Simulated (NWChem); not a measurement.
System: C3H8BF; SMILES CC(C)BF

```xyz
13

B     -0.7398     0.9065     0.0955
F     -0.0323     2.0079    -0.1189
H     -1.9463     1.0430     0.1367
C     -0.0251    -0.4646     0.3452
C      1.4471    -0.4989    -0.0573
C     -0.8218    -1.6529    -0.1973
H     -0.0809    -0.5198     1.4576
H      1.9350    -1.4296     0.2744
H      1.5583    -0.4452    -1.1527
H      2.0080     0.3463     0.3682
H     -1.8735    -1.6241     0.1272
H     -0.3936    -2.6116     0.1372
H     -0.8182    -1.6639    -1.2997
```
Atoms are numbered in this order, from 1.

Results from NWChem. Pople sets run with spherical d functions. The geometry was optimised at PBE0/def2-SVP. No frequency run checked for a minimum. Vertical excitations in the gas phase; the lowest state need not have the same character in each row.

For level BHandHLYP/6-31G*, full TDDFT:

```yaml
lowest excitation, singlet (eV): 6.57
lowest state with f > 0.02, singlet (eV): 9.12
lowest triplet (eV): 5.97
orbital gap (eV): 10.57
```

Q: How do the values read with level PBE/6-31G*, full TDDFT instead?

A: 
- lowest excitation, singlet (eV) = 5.64
- lowest state with f > 0.02, singlet (eV) = 7.18
- lowest triplet (eV) = 5.09
- orbital gap (eV) = 5.47
